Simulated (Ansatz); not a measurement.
CH₇BSSi, relaxed with RKS PBE0-D4/def2-TZVP in the Gaussian-basis code of Ansatz from a PBE-D4/def2-SVP geometry. The force threshold is 0.005 eV/Å; the program also tests the step.

Total charge 0; spin multiplicity 1. The bonds changed during the relaxation, so this is another structure than the one it started from.

Start:

```xyz
11

B     1.188    1.084   -0.363
C    -0.216    1.390    0.270
S     0.418   -0.148    1.153
Si   -0.658   -1.691    0.039
H     1.259    0.475   -1.414
H     2.172    1.626    0.105
H    -0.344    2.177    1.033
H    -1.156    1.181   -0.272
H    -0.635   -1.359   -1.422
H    -2.074   -1.752    0.541
H     0.046   -2.983    0.331
```

(1) How much energy does the relaxation release, and in how many steps? (Best estimate.)

(2) Which bonds change most? (An estimate is asked.)

(3) Give the relaxed structure. (An estimate is asked.)

Results:

(1) The calculation gave: 1.26 kcal/mol, in 24 steps, 3 of them rejected.

(2) Computed: C2–S3 from 1.884 to 1.857 Å; S3–Si4 from 2.186 to 2.160 Å; B1–S3 from 2.100 to 2.074 Å; B1–H6 from 1.217 to 1.195 Å.

(3) Computed: 
```xyz
11

B     1.199    0.888   -0.237
C    -0.198    1.456    0.141
S     0.080    0.010    1.273
Si   -0.671   -1.606    0.051
H     1.285    0.122   -1.157
H     2.184    1.359    0.250
H    -0.283    2.338    0.771
H    -1.075    1.302   -0.480
H    -1.129   -1.029   -1.233
H    -1.804   -2.245    0.767
H     0.413   -2.596   -0.145
```
